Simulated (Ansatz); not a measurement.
Ansatz (a quantum-chemistry and plane-wave program) input (CCSD(T)/aug-cc-pV(D+d)Z):
A basis named .json is the Basis Set Exchange file of that set.

Ansatz 0.2 input:
```yaml
crystal:
  periodic: [false, false, false]
  atoms:
    - {symbol: C, position_ang: [-1.95128337, -0.11665096, 0.17918081]}
    - {symbol: Si, position_ang: [-0.14342990, 0.20466928, 0.21771629]}
    - {symbol: F, position_ang: [0.44419349, -0.03610994, 1.67307258]}
    - {symbol: F, position_ang: [0.17171359, 1.71601757, -0.15356361]}
    - {symbol: Cl, position_ang: [0.89108550, -0.98452541, -1.07729003]}
    - {symbol: H, position_ang: [-2.16042376, -1.15215991, 0.45027397]}
    - {symbol: H, position_ang: [-2.34983674, 0.06582240, -0.81950265]}
    - {symbol: H, position_ang: [-2.46563783, 0.53863672, 0.88446566]}
basis:
  gaussian:
    orbitals: aug-cc-pV_D+d_Z.json
magnetization: {spin_polarized: false}
correlation: {method: ccsd_t, electrons: outside_noble_gas}
output: {forces: true}
```

Output:

```
Functional definition: HF
integrals: 0.51 GiB planned
1555 factors; integrals over basis functions are off by at most 9.3e-4 eV
mean field: 1.00 GiB planned
mean field evaluation 1: about -26859.2322 eV, gradient 4.0e1 eV
mean field evaluation 2: about -26859.3436 eV, gradient 4.0e1 eV
mean field evaluation 4: about -26862.4866 eV, gradient 3.1e0 eV
mean field evaluation 8: about -26862.5248 eV, gradient 1.8e-1 eV
mean field evaluation 16: about -26861.6300 eV, gradient 2.1e1 eV
mean field -26862.52491524 eV, -987.1795825616 hartree, gradient 2.9e-6 eV, S^2 0.000000; 0 other end points of the search recorded, 0 dependent functions left out
13 core orbitals not correlated
reference -26862.52491524 eV, -987.1795825616 hartree; 16, 16 occupied and 131, 131 virtual orbitals, 1555 factors
densities: 2.76 GiB planned
second order -21.86776715 eV of doubles, -0.00000000 eV of singles
coupled cluster: 1.51 GiB planned
cycle   1  -22.27073901 eV  change   -4.0e-1 eV  update   1.0e-1
cycle   2  -22.71608848 eV  change   -4.5e-1 eV  update   2.9e-2
cycle   3  -22.82927143 eV  change   -1.1e-1 eV  update   1.4e-2
cycle   4  -22.82535884 eV  change    3.9e-3 eV  update   2.6e-3
cycle   5  -22.82313366 eV  change    2.2e-3 eV  update   9.7e-4
cycle   6  -22.82326347 eV  change   -1.3e-4 eV  update   2.6e-4
cycle   7  -22.82323627 eV  change    2.7e-5 eV  update   9.0e-5
cycle   8  -22.82320570 eV  change    3.1e-5 eV  update   2.6e-5
cycle   9  -22.82320978 eV  change   -4.1e-6 eV  update   9.0e-6
perturbative correction -0.61732282 eV, -0.0226861951 hartree
the calculation of the forces begins
Total energy: -26885.96544784 eV, -988.0410062461 hartree
Atom 0 at    -1.951283    -0.116651     0.179181 Å, force     0.243433     0.052979     0.014505 eV/Å
Atom 1 at    -0.143430     0.204669     0.217716 Å, force    -0.415197    -0.554752    -0.470189 eV/Å
Atom 2 at     0.444193    -0.036110     1.673073 Å, force     0.326495    -0.114838     0.819123 eV/Å
Atom 3 at     0.171714     1.716018    -0.153564 Å, force     0.176278     0.851100    -0.187891 eV/Å
Atom 4 at     0.891085    -0.984525    -1.077290 Å, force     0.133011    -0.148678    -0.162454 eV/Å
Atom 5 at    -2.160424    -1.152160     0.450274 Å, force    -0.085281    -0.456438     0.118649 eV/Å
Atom 6 at    -2.349837     0.065822    -0.819503 Å, force    -0.168800     0.080614    -0.441242 eV/Å
Atom 7 at    -2.465638     0.538637     0.884466 Å, force    -0.209938     0.290012     0.309499 eV/Å
Dipole moment:    -0.451768    -0.115191    -0.043102 e Å
```
